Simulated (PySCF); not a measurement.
**Electron correlation in N(2+) (nitrogen, charge +2)**

[He] 2s2 2p1, 2P determinant. All numbers are calculated (PySCF 2.14, scalar relativity by spin-free X2C-1e, in x2c-QZVPPall with one added diffuse shell each of s, p, d, f type (8s5p4d3f1g, 73 functions)). Frozen: 1s2; 3 electrons correlated.

```
  level  correlation energy (mhartree)
   CCSD                         -86.07
    (T)                          -1.15
CCSD(T)                         -87.22
```

Diagnostics: T1 = 0.0072, D1 = 0.0135, largest double amplitude 0.135.

Task: Is a single reference adequate?

Result: Mostly. T1 lies below 0.03, but a double amplitude of this size points to a near-degeneracy that CCSD handles and MP2 describes poorly.
